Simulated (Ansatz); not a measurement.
CH₅Si, doublet, geometry from GFN2-xTB; PBE0/pcseg-1 run with Ansatz (a quantum-chemistry and plane-wave program).

Ansatz was given this input:
Ansatz 0.2 input:
```yaml
crystal:
  periodic: [false, false, false]
  atoms:
    - {symbol: C, position_ang: [-0.01711389, 0.13861103, -1.25945287]}
    - {symbol: Si, position_ang: [0.00774095, -0.06609183, 0.57241213]}
    - {symbol: H, position_ang: [-0.92959358, 0.22915764, -1.82227983]}
    - {symbol: H, position_ang: [0.88009381, 0.20740535, -1.84926448]}
    - {symbol: H, position_ang: [0.03350168, 1.24334789, 1.24448153]}
    - {symbol: H, position_ang: [-1.19792114, -0.77868484, 1.00294438]}
    - {symbol: H, position_ang: [1.20822931, -0.80760657, 0.96706573]}
basis:
  gaussian:
    orbitals: pcseg-1.json
    fitting: {mean_field: def2-universal-JKFIT}
hamiltonian:
  xc: pbe0
magnetization: {spin_polarized: true, initial_magnetization: 1}
```
The basis file holds pcseg-1 in the JSON format of the Basis Set Exchange.

The log (banner, timings and long lists left out):

```
Functional definition: PBE0
293 factors; integrals over basis functions are off by at most 3.4e-1 eV
mean field evaluation 1: about -8986.0796 eV, gradient 2.3e1 eV
mean field evaluation 2: about -8985.6232 eV, gradient 2.4e1 eV
mean field evaluation 4: about -8988.8389 eV, gradient 3.6e-1 eV
mean field evaluation 8: about -8988.8408 eV, gradient 7.0e-3 eV
mean field -8988.84082526 eV, -330.3338074733 hartree, gradient 1.5e-5 eV, S^2 0.753910; 0 other end points of the search recorded, 0 dependent functions left out
reference -8988.84085206 eV, -330.3338084580 hartree; 13, 12 occupied and 44, 45 virtual orbitals, 293 factors
Total energy: -8988.84085206 eV, -330.3338084580 hartree
```
